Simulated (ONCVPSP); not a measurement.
## Ranking ONCV potentials for titanium (Ti)

All share these settings but for the change named:

```json
{
  "Element": "Ti",
  "Generator": "ONCVPSP 4.0.1",
  "Type": "optimised norm-conserving Vanderbilt (ONCV)",
  "Functional": "PW91",
  "Relativity": "scalar-relativistic",
  "Frozen core": "[Ne]",
  "Valence charge": "12",
  "Reference configuration": "3s2 3p6 3d2 4s1 4p1",
  "Partial waves": "3s+4s: rc 2.00 bohr, ncon 4, nbas 8, qcut 7.7 1/bohr, 2 projectors; 3p+4p: rc 1.80 bohr, ncon 4, nbas 7, qcut 6.6 1/bohr, 3 projectors, debl 2 Ha; 3d: rc 2.60 bohr, ncon 4, nbas 9, qcut 6.9 1/bohr, 2 projectors, debl 3.4 Ha",
  "Local potential": "polynomial inside 1.35 bohr (lpopt 5, dvloc0 3 Ha)",
  "Core correction": "polynomial model core, fcfact 0.2"
}
```

Cutoff: the first of the cutoffs (Ha) at which the residual kinetic energy of the hardest occupied pseudo-wave falls to 1 and 0.1 mHa per electron; the density cutoff is not measured.

The base gives 17 Ha.

Of 5 variants that were run, those that failed, showed a ghost or another fault, or gave nearly equal values are left out.

A variant can come out equal or close to the base.

Rank these variants from softest to hardest (loose cutoff).
A. p: qcut 5.5
B. p: qcut 9.8
C. p: qcut 4.3

A (17 Ha), B (20 Ha), C (42 Ha).
